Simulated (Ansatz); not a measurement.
Correlation energies of CH₈O₄Si₂ (`C[SiH](O)O[SiH](O)O`) by basis set

Cartesian coordinates in Å:
```
C -1.868 0.962 0.055
Si -1.145 -0.695 0.473
O -1.408 -1.115 2.036
O 0.469 -0.653 0.187
Si 1.669 -0.384 -0.873
O 1.491 1.013 -1.696
O 3.075 -0.286 -0.041
H -1.438 1.749 0.682
H -2.951 0.965 0.199
H -1.656 1.218 -0.986
H -1.753 -1.791 -0.314
H -1.165 -0.489 2.720
H 1.668 -1.461 -1.880
H 1.850 1.807 -1.297
H 3.164 -0.842 0.734
```

The species carries charge 0 and has multiplicity 1. Geometry: relaxed with PBE0-D4/def2-TZVP. It is one conformer, not always the lowest. Frozen core, restricted reference, Ansatz 0.2.0. CBS rows extrapolate triple and quadruple zeta; past MP2 they add the triple-zeta difference.

```tsv
basis	HF (Eh)	MP2 corr.	CCSD corr.	(T)	CCSD(T) total
def2-SVP	-919.65699	?	-1.12130	?	?
def2-TZVPP	-920.32241	-1.36681	-1.40566	?	?
def2-QZVPP	-920.35888	-1.47624	–	–	–
CBS(def2)	-920.36390	-1.55730	?	as TZ	?
```

(1) Fill in the withheld values. (An estimate is asked.)

Answers

(1) Computed: def2-SVP MP2 corr.: -1.06905; def2-SVP (T): -0.02430; def2-SVP CCSD(T) total: -920.80259; def2-TZVPP (T): -0.04953; def2-TZVPP CCSD(T) total: -921.77760; CBS(def2) CCSD corr.: -1.59615; CBS(def2) CCSD(T) total: -922.00958.
